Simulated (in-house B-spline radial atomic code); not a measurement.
A radial electron density 4πr²n(r) was computed for an atom or ion in its tabulated ground configuration with an all-electron radial atomic-structure program (B-spline basis); method: non-relativistic Hartree-Fock, average of configuration. Columns: r (bohr), 4πr²n(r) (electrons per bohr), bar.

```
 0.00153    1.431 #
 0.00187    2.077 #
 0.00228     2.98 ##
 0.00278    4.244 ###
 0.00339    5.989 ####
 0.00413    8.342 ######
 0.00504    11.49 ########
 0.00615    15.56 ##########
  0.0075    20.61 ##############
 0.00914    26.61 ##################
  0.0112    33.52 ######################
  0.0136    40.33 ###########################
  0.0166     46.7 ###############################
  0.0202    51.33 ##################################
  0.0247    53.41 ####################################
  0.0301    52.46 ###################################
  0.0367    49.34 #################################
  0.0448    46.24 ###############################
  0.0546     46.1 ###############################
  0.0666    50.76 ##################################
  0.0812    58.93 #######################################
  0.0991    65.84 ############################################
   0.121    65.82 ############################################
   0.147    57.83 #######################################
    0.18    47.11 ###############################
   0.219    42.93 #############################
   0.267    47.16 ################################
   0.326       52 ###################################
   0.398    47.43 ################################
   0.485    33.37 ######################
   0.592    19.04 #############
   0.722    12.45 ########
    0.88    12.25 ########
    1.07    12.36 ########
    1.31    9.728 #######
     1.6    5.787 ####
    1.95    2.691 ##
    2.37    1.012 #
     2.9   0.2887 
    3.53  0.06285 
    4.31 0.008766 
    5.26 0.0006999
```

Q: Which atom or ion is it?
A. Tc2+
B. Nb3+
C. Tc3+
D. Tc4+

A: C. The area under the curve, ∫4πr²n dr = ∫r·4πr²n d(ln r) on this logarithmic grid, is 40 electrons, which only this option has. The configuration is [Kr] 4d4.
